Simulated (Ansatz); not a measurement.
The cluster Cr₃N₃, relaxed as a sextet with UKS r2SCAN-D4/def2-SVP in Ansatz, starting from the r2SCAN-D4/def2-SVP geometry of the neutral doublet. Force threshold 0.02 eV/Å.

The charge 0 sextet is spin-contaminated (final ⟨S²⟩ up to 12.57, 8.75 for a pure state). At r2SCAN-D4/def2-SVP a doublet of charge 0 lies 0.62 eV below the sextet, each at its own geometry. The structure comes from a short search, and lower isomers may exist.

Start:

```xyz
6

Cr    1.211   -1.402   -1.340
Cr   -0.868   -0.063   -0.270
Cr    1.181   -0.672    1.158
N    -0.072   -0.281   -1.767
N    -1.139    1.542    0.826
N    -0.313    0.877    1.393
```

**Question.** Estimate the energy that the relaxation releases and the steps that it takes.

**Answer.** 47.6 kcal/mol, in 13 steps; 94 s on 4 threads of INTEL XEON PLATINUM 8581C on a shared host. No frequencies were taken in this run, so the end may be a saddle point.

**Question.** Does the start keep its bonding?

**Answer.** By distances, no bond broke or formed. The bond that changes most is Cr3–N6, from 2.16 to 1.79 Å (atoms count from 1).

**Question.** Predict the relaxed structure.

**Answer.** 
Cartesian coordinates in Å:
```
Cr 1.260 -1.473 -1.284
Cr -0.839 0.357 -0.607
Cr 1.185 -0.363 1.187
N -0.168 -0.680 -1.870
N -1.216 1.419 1.227
N -0.222 0.739 1.347
```
Bond lengths (bridged metal pairs left out): 5 × Cr–N 1.74 to 2.15 Å; 1 × Cr–Cr 2.71 Å; 1 × N–N 1.21 Å.
